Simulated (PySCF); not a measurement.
## NiI₂ at several levels of theory

All levels use the PBE0 minimum (triplet; Ni–I 2.411 Å (×2); I–Ni–I 180.0°), basis [Ni def2-SVP, I def2-SVP with ECP28], scalar-relativistic core potentials, density fitting, no spin–orbit coupling, PySCF. For vertical energies the ionised species is a doublet (spins chosen at PBE0 and kept) and the electron-attached one a doublet. Atomisation goes to high-spin ground-configuration atoms, without zero-point energy. Open shells are unrestricted, also as the reference of the correlated levels. A dash marks a value that was not computed or is not defined at that level.

```xyz
3
charge 0 multiplicity 3, angstrom
Ni    0.0000    0.0000    0.0000
I     2.4113    0.0000    0.0000
I    -2.4113    0.0000    0.0000
```

```tsv
level	atomisation (kJ/mol)	vertical IP (eV)	vertical EA (eV)	−ε(HOMO) (eV)
PBE0	574	9.70	2.78	7.82
HF	384	9.58	0.61	10.20
MP2	–	9.80	3.30	–
PBE	663	9.16	2.37	6.19
B3LYP	545	9.58	2.77	7.51
r2SCAN	–	9.53	2.45	6.96
TPSSh	615	9.51	2.57	7.20
CAM-B3LYP	539	9.95	3.02	8.99
LDA	795	9.30	2.56	5.96
```

Spin contamination in at least one species weakens the values at: PBE0, HF, MP2, PBE, B3LYP, r2SCAN, TPSSh, CAM-B3LYP, LDA.

Without diffuse functions attachment energies tend to come out too low.

Open d and f shells are described by one determinant, and the ground state may have another occupation or spin. No spin–orbit coupling is included, which matters more the heavier the element.
